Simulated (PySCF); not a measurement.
Species: 3-bromofuran, C4H3BrO.
Structure used (PBE0-D3(BJ)/def2-SVP), in Å, numbered top down from 1:
```
atom  x, y, z in Å
Br1    1.3777   -0.5410    2.3613
C2     0.5053   -0.2356    0.7441
C3    -0.5659    0.6827    0.5120
C4    -0.8663    0.5478   -0.8098
O5    -0.0682   -0.3703   -1.3893
C6     0.7669   -0.8479   -0.4470
H7    -1.0346    1.3443    1.2357
H8    -1.5995    1.0242   -1.4555
H9     1.4845   -1.6040   -0.7515
```

Computed with core-valence-separated Tamm–Dancoff BHandHLYP/aug-pcX-1 (pcseg-1 on H, def2-SVPD on Br) in PySCF, non-relativistic, gas phase, PBE0-D3(BJ)/def2-SVP geometry. BHandHLYP without relativity tends to put these K edges a few eV too low, so spacings mean more than positions.

Task: Give energies, oscillator strengths and core holes at the O K edge.

Result: 
```tsv
E (eV)	f	core hole on	main final orbital	polarisation
532.86	0.0330	O5	LUMO+1 (84 %)	out of plane
535.67	0.0036	O5	LUMO (57 %)	in plane
536.35	0.0134	O5	LUMO+2 (41 %)	in plane
536.64	0.0112	O5	LUMO+3 (37 %)	in plane
536.68	0.0000	O5	LUMO+5 (61 %)	–
536.94	0.0012	O5	LUMO+3 (34 %)	in plane
537.11	0.0075	O5	LUMO+4 (35 %)	in plane
```

The first line with a tenth or more of the strongest one's intensity is at 532.86 eV (f = 0.033), with the hole on O5 (furan-type oxygen), polarised out of plane: a 1s→π* resonance. It is also the strongest listed.

Task: Give energies, oscillator strengths and core holes at the C K edge.

Result: 
```tsv
E (eV)	f	core hole on	main final orbital	polarisation
283.76	0.0542	C3	LUMO+1 (38 %)	out of plane
284.40	0.0591	C4	LUMO+1 (56 %)	out of plane
284.46	0.0642	C6	LUMO+1 (64 %)	out of plane
284.79	0.1162	C2	LUMO/LUMO+1 (2 roots, f summed)	mixed
286.02	0.0171	C3	LUMO (46 %)	in plane
286.28	0.0062	C3	LUMO+1 (52 %)	out of plane
286.74	0.0023	C3	LUMO+2 (47 %)	in plane
287.24	0.0245	C6	LUMO (43 %)	in plane
287.39	0.0222	C4	LUMO (53 %)	in plane
287.43	0.0062	C2	LUMO+5 (40 %)	out of plane
287.44	0.0007	C3	LUMO+4 (45 %)	–
287.61	0.0027	C3	spread	in plane
287.79	0.0049	C3	LUMO+5 (52 %)	out of plane
288.05	0.0047	C6	spread	in plane
288.12	0.0020	C3	LUMO+3 (39 %)	in plane
288.18	0.0153	C4	spread	in plane
288.23	0.0014	C3	LUMO+9 (32 %)	in plane
288.23	0.0001	C2	LUMO+2 (73 %)	–
```

The first line with a tenth or more of the strongest one's intensity is at 283.76 eV (f = 0.054), with the hole on C3 (aromatic CH carbon), polarised out of plane: a 1s→π* resonance. The strongest listed is at 284.79 eV (f = 0.116, sum of 2; C2).

Roots within 0.03 eV whose holes lie on the same, on equivalent or on shared atoms are summed into one line, and the highest roots are left out, as the search may have cut off their partners. Final orbitals are the ground state's empty Kohn–Sham orbitals. A dash: too weak, shared between unlike atoms, or no plane or axis to refer to.

Task: What are the wavelength and the wavenumber of the 536.35 eV line?

Result: λ = 12398.42 eV Å/536.35 eV = 23.116 Å; 4.3260 × 10⁶ cm⁻¹.

The ionisation thresholds weren't computed; near and above them a finite basis only mimics Rydberg series and continuum. Relativistic effects, spin–orbit coupling among them, are left out although an element past zinc is present.
